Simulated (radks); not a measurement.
Problem. These are the eigenvalues of the occupied orbitals of an atom or ion with whole-number occupations (hartree). Method: non-relativistic Kohn-Sham, r2SCAN, spin-unpolarised, spherical densities, point nucleus; meta-GGA in the generalised Kohn-Sham scheme; computed with a radial shooting solver on a logarithmic mesh with Libxc functionals.

| orbital | eigenvalue |
|---|---|
| 1s | -2832.680 |
| 2s | -476.7494 |
| 2p | -458.6345 |
| 3s | -113.2902 |
| 3p | -104.7125 |
| 3d | -88.73435 |
| 4s | -24.92398 |
| 4p | -21.14899 |
| 4d | -14.20759 |
| 4f | -4.87679 |
| 5s | -3.91278 |
| 5p | -2.67069 |
| 5d | -0.69307 |
| 6s | -0.28400 |
| 6p | -0.09365 |

Which element is it, and in what charge state? The configuration may be excited.

Solution. Z = 81, thallium, charge 0: Tl in [Hg] 6p1. The list shows which subshells hold electrons but not how many an open one holds; the 1s level, -2832.7 hartree, gives Z - s = 75.3 by -(Z - s)^2/2, which with screening narrows Z to a few neighbours, and the depths of the outer levels then fix element, charge and occupations together.
